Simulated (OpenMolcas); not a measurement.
# Multiconfigurational calculation on Zr⁺

Input:

```
&GATEWAY
Coord
1

Zr 0.0 0.0 0.0
Basis=ANO-RCC-VQZP
Group=XYZ
NoMove
AngMom=0.0 0.0 0.0
AMFI
&SEWARD
&RASSCF
FileOrb=start.orb
Symmetry=1
Spin=4
nActEl=3 0 0
Inactive=9 9
Ras2=6 0
CIRoot=20 20 1
SDav=20
CIMx=300
Iter=120 100
PrWF=0.3
OrbListing=Nothing
MaxOrb=0
Atom
>>> COPY $Project.JobIph JOB001
&RASSCF
FileOrb=start.orb
Symmetry=1
Spin=2
nActEl=3 0 0
Inactive=9 9
Ras2=6 0
CIRoot=70 70 1
SDav=70
CIMx=300
Iter=120 100
PrWF=0.3
OrbListing=Nothing
MaxOrb=0
Atom
CIOnly
>>> COPY $Project.JobIph JOB002
&RASSI
NrOfJobIphs=2 20 70
1 2 3 4 5 6 7 8 9 10 11 12 13 14 15 16 17 18 19 20
1 2 3 4 5 6 7 8 9 10 11 12 13 14 15 16 17 18 19 20 21 22 23 24 25 26 27
28 29 30 31 32 33 34 35 36 37 38 39 40 41 42 43 44 45 46 47 48 49 50 51
52 53 54 55 56 57 58 59 60 61 62 63 64 65 66 67 68 69 70
IphNames
JOB001
JOB002
EJob
SpinOrbit
DIPRint=1.0
SOCoupling=1000.0
Subsets=2
MEES
Property=10
'ANGMOM' 1 'ANGMOM' 2 'ANGMOM' 3 'MLTPL  1' 1 'MLTPL  1' 2 'MLTPL  1' 3
'AMFI' 1 'AMFI' 2 'AMFI' 3 'MLTPL  2' 6
SOProperty=3
'ANGMOM' 1 'ANGMOM' 2 'ANGMOM' 3
```

Launched by
```bash
OMP_NUM_THREADS=1 MOLCAS_MEM=1689 MOLCAS_PROJECT=a pymolcas a.inp > a.log  # once for each step of the input, in one work folder
```

A driver script runs the steps one by one and writes start.orb anew before each from the orbitals found so far, so a CI-only block uses the converged orbitals of the first block.

Output, cut to the results:

```
--- SEWARD ---
Basis set label: ZR.ANO-RCC...8S7P5D3F2G1H.

      Electronic valence basis set:
      ------------------
      Associated Effective Charge  40.000000 au
      Associated Actual Charge     40.000000 au
      Nuclear Model: Point charge

      Shell  nPrim  nBasis  Cartesian Spherical Contaminant
         s      21       8        X
         p      18       7        X
         d      13       5                 X
         f       6       3                 X
         g       4       2                 X
         h       2       1                 X
                  Relativistic Douglas-Kroll-Hess integrals:
                    - DKH order of Hamiltonian: 2
                    - DKH order of Properties : 0
                  Atomic mean-field integrals
--- RASSCF ---
Wave function specifications:
      -----------------------------

      Number of closed shell electrons          36
      Number of electrons in active shells       3
      Max number of holes in RAS1 space          0
      Max nr of electrons in RAS3 space          0
      Number of inactive orbitals               18
      Number of active orbitals                  6
      Number of secondary orbitals              80
      Spin quantum number                      1.5
      State symmetry                             1
Orbital specifications:
      -----------------------

      Symmetry species                           1   2
                                                ag  au
      Frozen orbitals                            0   0
      Inactive orbitals                          9   9
      Active orbitals                            6   0
      RAS1 orbitals                              0   0
      RAS2 orbitals                              6   0
      RAS3 orbitals                              0   0
      Secondary orbitals                        36  44
      Deleted orbitals                           0   0
      Number of basis functions                 51  53
      Number of CSFs                            20
      Number of root(s) required                20
      Iter CI   SX   CI       RASSCF       Energy    max ROT     max BLB   max BLB  Level Ln srch  Step   QN
          iter iter root      energy       change     param      element    value   shift minimum  type update
 Nr of preliminary CI iterations:   1
      Total energies have been shifted. Add                -3000.00 au
        1   1    3    0  -595.59306935    0.00E+00  -3.69E-07    9  10 2 -3.23E-07   0.12   0.00    SX    NO
        2   1    2    0  -595.59306935   -9.09E-12  -6.31E-08    9  17 1  8.36E-08   0.12   0.00    SX    NO
        3   1    2    0  -595.59306935    4.55E-13  -3.45E-08    9  19 2  3.78E-08   0.12   0.00    SX    NO
        4   1    1    0  -595.59306935    5.46E-12   0.00E+00    9  16 2  2.03E-08   0.12   0.00    SX    NO
      Convergence after  4 iterations
        5   1    1    0  -595.59306935    0.00E+00   0.00E+00    9  16 2  2.03E-08   0.12   0.00    SX    NO
      Natural orbitals and occupation numbers for root  1
      sym 1:   0.931846   0.068154   0.931846   0.068154  -0.000000   1.000000
      Natural orbitals and occupation numbers for root  2
      sym 1:   0.080088   0.919912   0.000000   0.080088   0.919912   1.000000
      Natural orbitals and occupation numbers for root  3
      sym 1:  -0.000000   0.155564   0.155564   0.844436   0.844436   1.000000
::    RASSCF root number  1 Total energy:  -3595.61306177
::    RASSCF root number  2 Total energy:  -3595.61306177
::    RASSCF root number  3 Total energy:  -3595.61306177
::    RASSCF root number  4 Total energy:  -3595.61306177
::    RASSCF root number  5 Total energy:  -3595.61306177
::    RASSCF root number  6 Total energy:  -3595.61306177
::    RASSCF root number  7 Total energy:  -3595.61306177
::    RASSCF root number  8 Total energy:  -3595.59741200
::    RASSCF root number  9 Total energy:  -3595.59741200
::    RASSCF root number 10 Total energy:  -3595.59741200
::    RASSCF root number 11 Total energy:  -3595.59741200
::    RASSCF root number 12 Total energy:  -3595.59741200
::    RASSCF root number 13 Total energy:  -3595.59741200
::    RASSCF root number 14 Total energy:  -3595.59741200
::    RASSCF root number 15 Total energy:  -3595.57250332
::    RASSCF root number 16 Total energy:  -3595.57250332
::    RASSCF root number 17 Total energy:  -3595.57250332
::    RASSCF root number 18 Total energy:  -3595.55685354
::    RASSCF root number 19 Total energy:  -3595.55685354
...
--- RASSI ---
SPIN-FREE ENERGIES:
  (Shifted by EMIN (a.u.) =      -3595.6130617728)

 SF State       Relative EMIN(au)   Rel lowest level(eV)    D:o, cm**(-1)      L_eff

     1             0.0000000000        0.0000000000              0.0000         3.0
     2             0.0000000000        0.0000000000              0.0000         3.0
     3             0.0000000000        0.0000000000              0.0000         3.0
     4             0.0000000000        0.0000000000              0.0000         3.0
     5             0.0000000000        0.0000000000              0.0000         3.0
     6             0.0000000000        0.0000000000              0.0000         3.0
     7             0.0000000000        0.0000000000              0.0000         3.0
     8             0.0156497734        0.4258520292           3434.7283         3.0
     9             0.0156497734        0.4258520292           3434.7283         3.0
    10             0.0156497734        0.4258520292           3434.7283         3.0
    11             0.0156497734        0.4258520292           3434.7283         3.0
    12             0.0156497734        0.4258520292           3434.7283         3.0
    13             0.0156497734        0.4258520292           3434.7283         3.0
    14             0.0156497734        0.4258520292           3434.7283         3.0
    21             0.0262374098        0.7139562913           5758.4458         2.0
    22             0.0262374098        0.7139562913           5758.4458         2.0
    23             0.0262374098        0.7139562913           5758.4458         2.0
    24             0.0262374098        0.7139562913           5758.4458         2.0
    25             0.0262374098        0.7139562913           5758.4458         2.0
    26             0.0343699150        0.9352530325           7543.3244         1.0
    27             0.0343699150        0.9352530325           7543.3244         1.0
...
```

Levels above the lowest, from the spin-orbit matrix, grouped by J:

| Configuration | Term | J | E (cm⁻¹) | Measured (cm⁻¹) | Term weight % | Second |
| --- | --- | --- | --- | --- | --- | --- |
| 4d² 5s | ⁴F | 3/2 | 0.0 | 0.0 | 100 |  |
| 4d² 5s | ⁴F | 5/2 | 307 | 315 | 100 |  |
| 4d² 5s | ⁴F | 7/2 | 735 | 763 | 100 |  |
| 4d² 5s | ⁴F | 9/2 | 1271 | 1323 | 100 |  |
| 4d³ | ⁴F | 3/2 | 3397 | 2572 | 98 |  |
| 4d³ | ⁴F | 5/2 | 3734 | 2895 | 99 |  |
| 4d³ | ⁴F | 7/2 | 4168 | 3300 | 100 |  |
| 4d³ | ⁴F | 9/2 | 4674 | 3758 | 99 |  |
| 4d² 5s | ²D(1) | 3/2 | 6271 |  | 92 | 5 4d³ ²P |
| 4d² 5s | ²D(1) | 5/2 | 6557 |  | 96 |  |
| 4d³ | ²P | 1/2 | 8021 |  | 99 |  |
| 4d³ | ²P | 3/2 | 8444 |  | 92 | 5 4d² 5s ²D(1) |
| 4d² 5s | ²F | 5/2 | 9167 | 5753 | 98 |  |
| 4d² 5s | ⁴P | 1/2 | 9334 |  | 100 |  |
| 4d² 5s | ⁴P | 3/2 | 9547 |  | 99 |  |
| 4d² 5s | ²F | 7/2 | 9837 | 6468 | 98 |  |
| 4d² 5s | ⁴P | 5/2 | 9871 |  | 98 |  |
| 4d³ | ²G | 7/2 | 10460 |  | 98 |  |
| 4d³ | ²G | 9/2 | 10759 |  | 99 |  |
| 4d³ | ⁴P | 1/2 | 12806 |  | 99 |  |
| 4d³ | ⁴P | 3/2 | 13013 |  | 99 |  |
| 4d³ | ⁴P | 5/2 | 13249 |  | 100 |  |
| 4d³ | ²H | 9/2 | 16236 |  | 98 |  |
| 4d³ | ²H | 11/2 | 16633 |  | 100 |  |

Against the 9 measured excited levels shown (NIST Handbook of Basic Atomic Spectroscopic Data) the mean absolute deviation is 1100 cm-1; the largest miss in energy is 4d² 5s ²F_5/2: computed 9167, measured 5753 cm⁻¹ (+59.4 %).

Without dynamic correlation excited terms often stand tens of per cent too high (terms of higher spin than the ground term too low), and those without a measured partner can miss by more than the paired ones. Terms from blocks run as CI alone lack orbitals of their own. Configurations are named by rounded mean occupations; where the s occupation lies near a half they are strongly mixed, a name can repeat and a true partner stay unpaired. A single d shell beside an s shell can misplace configurations of different d count against each other. Computed and measured levels are paired by configuration, term and J; levels that our copy of the source lacks, or whose pairing is in doubt (as where it misses far off the trend of its configuration), stay unpaired and out of the deviations. Only configurations of the active space appear. The table shows the lowest 24 of 37 levels.

The term weight is that of the spin-free term in the level, not the purity of its configuration. A number in round brackets counts repeated terms of one configuration in the order of the reference energies.
